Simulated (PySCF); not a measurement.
AsH4Si, SMILES [SiH2][AsH2], multiplicity 2. Atoms are numbered in the order given.

```xyz
6

Si    -1.6118    -0.1137     0.0000
As     0.7558     0.0708     0.0000
H     -2.1402     0.5857    -1.2047
H     -2.1402     0.5857     1.2047
H      0.9518    -0.9583    -1.1069
H      0.9518    -0.9583     1.1069
```
Charge 0, spin multiplicity 2.

Coordinates come from a B3LYP-D3(BJ)/def2-TZVP optimisation. The isomer is the one that the SMILES or the coordinates give; other isomers of the formula were not compared.

The numbers are results of B3LYP-D3(BJ)/def2-TZVP (PySCF 2.14.0), not measurements.

Frequencies are harmonic and unscaled.

```
mode  ν (cm⁻¹)  IR (km/mol)  moving atoms (share of kinetic energy)
----  --------  -----------  --------------------------------------
1          158          0.1                                  H 98 %
2          343          1.2                Si 61 %, As 29 %, H 10 %
3          453          8.8                                  H 99 %
4          488         11.9                          H 91 %, Si 9 %
5          702          8.7                          H 89 %, Si 9 %
6          720          0.6                                  H 94 %
7          916        116.3                                  H 96 %
8          977         21.2                                  H 99 %
9         2160         90.2                                  H 98 %
10        2175         67.3                                  H 99 %
11        2182          1.4                                  H 97 %
12        2194        187.1                                  H 97 %
```
